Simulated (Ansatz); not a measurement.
Steps of a relaxation of CH7NO2Si, SMILES `NC[SiH](O)O` with RKS PBE-D4/def2-SVP.

```sh
$ ansatz run in.yaml --threads 4 --pin off --events-out ev --progress --plain --max-ram 10444MiB
```

```yaml
crystal:
  periodic: [false, false, false]
  atoms:
    - {symbol: N, position_ang: [-0.559600, 1.561300, -0.436700]}
    - {symbol: C, position_ang: [-0.943400, 0.285700, 0.121200]}
    - {symbol: Si, position_ang: [0.596000, -0.731000, 0.401600]}
    - {symbol: O, position_ang: [0.426400, -2.349200, 0.538000]}
    - {symbol: O, position_ang: [1.687700, -0.519000, -0.867100]}
    - {symbol: H, position_ang: [-0.166400, 2.199100, 0.269400]}
    - {symbol: H, position_ang: [-1.451100, 2.091300, -0.676300]}
    - {symbol: H, position_ang: [-1.458300, 0.428600, 1.049300]}
    - {symbol: H, position_ang: [-1.573900, -0.230200, -0.545600]}
    - {symbol: H, position_ang: [1.296600, -0.258900, 1.672500]}
    - {symbol: H, position_ang: [0.666300, -2.871700, -0.194900]}
    - {symbol: H, position_ang: [1.556700, 0.339000, -1.297400]}
basis:
  gaussian: {orbitals: def2-SVP}
hamiltonian: {xc: pbe, dispersion: d4}
relax: {f_tol: 0.03, max_steps: 200}
```

Positions (Å) and forces (eV/Å) along the path, 10 of 11 steps:

```xyz
12
step=1 energy=-14595.3955 eV
N    -0.560    1.561   -0.437   -0.930    1.905   -1.185
C    -0.943    0.286    0.121    1.452    0.564    0.778
Si    0.596   -0.731    0.402    1.721    0.812    0.237
O     0.426   -2.349    0.538   -1.057    0.072    2.047
O     1.688   -0.519   -0.867   -0.245   -0.149    0.063
H    -0.166    2.199    0.269    0.261   -0.316    0.212
H    -1.451    2.091   -0.676    1.046   -0.609   -0.036
H    -1.458    0.429    1.049   -0.990   -0.343    1.406
H    -1.574   -0.230   -0.546   -1.316   -1.005   -1.357
H     1.297   -0.259    1.673   -0.364   -0.076   -0.082
H     0.666   -2.872   -0.195    0.573   -1.231   -1.834
H     1.557    0.339   -1.297   -0.151    0.378   -0.249
12
step=2 energy=-14595.7178 eV
N    -0.513    1.564   -0.430   -0.502    0.786   -0.402
C    -0.925    0.278    0.144    0.299    0.219    0.322
Si    0.646   -0.715    0.446    0.738    0.503   -0.447
O     0.434   -2.345    0.567   -0.274   -0.517    0.649
O     1.631   -0.467   -0.907   -0.056    0.031    0.246
H    -0.128    2.181    0.301    0.094   -0.155    0.037
H    -1.354    2.095   -0.756    0.503   -0.350    0.084
H    -1.515    0.356    1.077   -0.346   -0.061    0.233
H    -1.534   -0.264   -0.588   -0.296   -0.264   -0.328
H     1.281   -0.242    1.737   -0.050   -0.103   -0.111
H     0.638   -2.877   -0.210    0.081   -0.111   -0.378
H     1.416    0.381   -1.347   -0.191    0.021    0.093
12
step=3 energy=-14595.7825 eV
N    -0.487    1.571   -0.427   -0.042   -0.021    0.101
C    -0.916    0.278    0.151   -0.203   -0.010    0.042
Si    0.675   -0.712    0.464    0.173    0.196   -0.423
O     0.462   -2.358    0.605   -0.013   -0.395    0.023
O     1.607   -0.413   -0.907   -0.033    0.207    0.006
H    -0.094    2.167    0.316    0.026   -0.029   -0.044
H    -1.294    2.098   -0.785   -0.020   -0.014   -0.025
H    -1.587    0.330    1.055    0.128    0.056   -0.217
H    -1.491   -0.280   -0.627    0.069    0.046    0.100
H     1.315   -0.258    1.748    0.029   -0.046   -0.007
H     0.609   -2.884   -0.204   -0.054    0.235    0.143
H     1.278    0.405   -1.356   -0.058   -0.225    0.303
12
step=4 energy=-14595.7854 eV
N    -0.485    1.553   -0.441   -0.028    0.041   -0.341
C    -0.888    0.254    0.133    0.103    0.323    0.303
Si    0.729   -0.697    0.488    0.270   -0.433    0.008
O     0.520   -2.357    0.611   -0.036   -0.097   -0.068
O     1.663   -0.320   -0.861   -0.397    0.256    0.043
H    -0.119    2.177    0.291   -0.014   -0.040   -0.048
H    -1.280    2.052   -0.871    0.111   -0.099    0.123
H    -1.545    0.334    1.026   -0.155   -0.070    0.153
H    -1.471   -0.310   -0.623    0.061   -0.097   -0.079
H     1.401   -0.340    1.798   -0.215    0.056   -0.202
H     0.429   -2.809   -0.249   -0.001    0.091    0.136
H     1.123    0.408   -1.268    0.301    0.070   -0.029
12
step=5 energy=-14595.8142 eV
N    -0.488    1.526   -0.488    0.053   -0.026    0.088
C    -0.898    0.267    0.174   -0.005    0.030   -0.073
Si    0.704   -0.726    0.476    0.107   -0.018   -0.004
O     0.482   -2.385    0.588    0.050   -0.157   -0.410
O     1.634   -0.315   -0.861   -0.311    0.543   -0.100
H    -0.054    2.165    0.197   -0.109   -0.052   -0.060
H    -1.301    2.030   -0.868    0.058    0.004    0.007
H    -1.547    0.378    1.078    0.049    0.025   -0.025
H    -1.491   -0.331   -0.555    0.003    0.025    0.013
H     1.342   -0.340    1.781   -0.017   -0.038    0.020
H     0.496   -2.848   -0.279   -0.042    0.229    0.378
H     1.199    0.524   -1.208    0.163   -0.566    0.165
12
step=6 energy=-14595.8226 eV
N    -0.475    1.533   -0.484    0.129   -0.137    0.063
C    -0.876    0.266    0.166   -0.247    0.003    0.025
Si    0.713   -0.736    0.490    0.131    0.159   -0.132
O     0.512   -2.396    0.594    0.008    0.027   -0.041
O     1.604   -0.295   -0.860   -0.004    0.233   -0.099
H    -0.075    2.176    0.212   -0.015    0.022   -0.004
H    -1.282    2.024   -0.888   -0.038    0.003   -0.012
H    -1.538    0.367    1.060   -0.005    0.055    0.008
H    -1.460   -0.327   -0.573    0.001   -0.006    0.008
H     1.356   -0.350    1.791   -0.020   -0.068    0.022
H     0.456   -2.843   -0.271   -0.028    0.028    0.028
H     1.142    0.524   -1.204    0.088   -0.319    0.133
12
step=7 energy=-14595.8332 eV
N    -0.471    1.509   -0.495   -0.008    0.008   -0.042
C    -0.879    0.259    0.180   -0.026    0.000   -0.011
Si    0.731   -0.725    0.493    0.119   -0.020    0.028
O     0.527   -2.387    0.574   -0.041   -0.111   -0.340
O     1.640   -0.256   -0.837   -0.154    0.130    0.030
H    -0.079    2.172    0.187   -0.017    0.009   -0.008
H    -1.274    1.988   -0.924    0.012   -0.001    0.010
H    -1.531    0.385    1.076    0.003    0.013    0.035
H    -1.468   -0.347   -0.543   -0.016   -0.007   -0.004
H     1.361   -0.377    1.812   -0.022   -0.031   -0.023
H     0.395   -2.804   -0.304    0.033    0.128    0.311
H     1.123    0.527   -1.185    0.118   -0.117    0.016
12
step=8 energy=-14595.8400 eV
N    -0.475    1.497   -0.515   -0.005    0.025   -0.042
C    -0.870    0.264    0.198    0.008   -0.018    0.007
Si    0.741   -0.728    0.501    0.022    0.009    0.009
O     0.523   -2.389    0.539    0.010    0.000   -0.010
O     1.661   -0.228   -0.807   -0.028    0.042    0.010
H    -0.111    2.192    0.149    0.016    0.016    0.009
H    -1.281    1.942   -0.971   -0.021    0.020   -0.008
H    -1.497    0.415    1.109   -0.004    0.006   -0.001
H    -1.480   -0.352   -0.497   -0.020   -0.023    0.010
H     1.360   -0.425    1.833    0.005   -0.017    0.001
H     0.364   -2.787   -0.335   -0.008   -0.013   -0.007
H     1.144    0.544   -1.169    0.026   -0.049    0.021
12
step=9 energy=-14595.8426 eV
N    -0.486    1.483   -0.546    0.005    0.027    0.017
C    -0.860    0.269    0.214   -0.020    0.017    0.003
Si    0.751   -0.731    0.513   -0.005   -0.007    0.005
O     0.523   -2.393    0.504   -0.002    0.018   -0.012
O     1.687   -0.194   -0.767    0.019    0.007    0.027
H    -0.127    2.209    0.091   -0.018   -0.045   -0.021
H    -1.301    1.903   -1.013    0.024   -0.020    0.022
H    -1.463    0.449    1.137    0.007   -0.002   -0.029
H    -1.494   -0.367   -0.445    0.014    0.011    0.028
H     1.363   -0.481    1.859   -0.007   -0.003   -0.014
H     0.327   -2.765   -0.375    0.003    0.003    0.004
H     1.158    0.564   -1.138   -0.019   -0.007   -0.028
12
step=11 energy=-14595.8436 eV
N    -0.488    1.471   -0.561   -0.011   -0.020    0.010
C    -0.860    0.272    0.223   -0.008    0.007   -0.014
Si    0.751   -0.730    0.520    0.004   -0.006   -0.004
O     0.521   -2.391    0.484   -0.004   -0.002    0.009
O     1.700   -0.173   -0.741   -0.007    0.010    0.000
H    -0.117    2.201    0.061    0.007    0.009    0.007
H    -1.308    1.889   -1.020   -0.006    0.005   -0.006
H    -1.452    0.471    1.149    0.008    0.000   -0.009
H    -1.506   -0.372   -0.415    0.012    0.006    0.012
H     1.354   -0.502    1.873   -0.001    0.003    0.000
H     0.330   -2.751   -0.400    0.002    0.000   -0.009
H     1.153    0.561   -1.138    0.005   -0.012    0.005
```

Hardware: 4 threads of an Arm Neoverse V1 on a shared host. Wall time 14 s, peak host memory 0.16 GiB.
